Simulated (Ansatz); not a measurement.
NiC, closed-shell singlet (the spin of the measured ground state), most abundant isotopes (57.9353 and 12.0000 u). Constants from fifth-degree fits in 1/R to seven points on the lowest solution found; no spin–orbit coupling, no relativity up to Kr; ω_e x_e and α_e move by some per cent with the fit.

Correlated levels freeze the inner cores; with def2 sets outer-core shells near the valence are correlated too. CBS(a, b) extrapolates the correlation energy as X⁻³ and adds the Hartree–Fock energy of set b.

Codes used: Ansatz (Gaussian basis) for Hartree–Fock, density functionals and correlated methods. 

```csv
level,r_e (Å),ω_e (cm⁻¹),ω_e x_e (cm⁻¹),α_e (cm⁻¹)
PBE/def2-TZVPP,1.6204,918.0,4.81,0.00482
"CCSD(T)/CBS(def2-TZVPP, def2-QZVPP)",1.6128,909.3,6.02,0.00535
```

D_e from total energies of the atoms and the molecule: 4.70 eV at PBE/def2-TZVPP; 3.97 eV at CCSD(T)/CBS(def2-TZVPP, def2-QZVPP).

### Question
Derive the rotational constants, the centrifugal constant, the fundamental, the zero-point energy and the force constant, and test the Morse rule for the well depth.

### Answer

μ = 9.94096 u.
- PBE/def2-TZVPP: B_e = 16.8576/(μ r_e²) = 0.64586 cm⁻¹; B₀ = B_e − α_e/2 = 0.64346 cm⁻¹; D = 4B_e³/ω_e² = 1.28e-06 cm⁻¹; fundamental ω_e − 2ω_e x_e = 908 cm⁻¹; zero-point energy ω_e/2 − ω_e x_e/4 = 458 cm⁻¹; k = μ(2πcω_e)² = 494 N/m; the line J = 1 ← 0 at 2B₀ = 38.58 GHz; a Morse well would hold ω_e²/(4ω_e x_e) = 5.43 eV against the computed D_e of 4.70 eV
- CCSD(T)/CBS(def2-TZVPP, def2-QZVPP): B_e = 16.8576/(μ r_e²) = 0.65190 cm⁻¹; B₀ = B_e − α_e/2 = 0.64923 cm⁻¹; D = 4B_e³/ω_e² = 1.34e-06 cm⁻¹; fundamental ω_e − 2ω_e x_e = 897 cm⁻¹; zero-point energy ω_e/2 − ω_e x_e/4 = 453 cm⁻¹; k = μ(2πcω_e)² = 484 N/m; the line J = 1 ← 0 at 2B₀ = 38.93 GHz; a Morse well would hold ω_e²/(4ω_e x_e) = 4.25 eV against the computed D_e of 3.97 eV

Doubts at one or more of the structures used: T1 above 0.05 (CCSD(T)/CBS(def2-TZVPP, def2-QZVPP)); a restricted determinant that unrestricted orbitals would lower (CCSD(T)/CBS(def2-TZVPP, def2-QZVPP)).

Ansatz is an electronic-structure program.
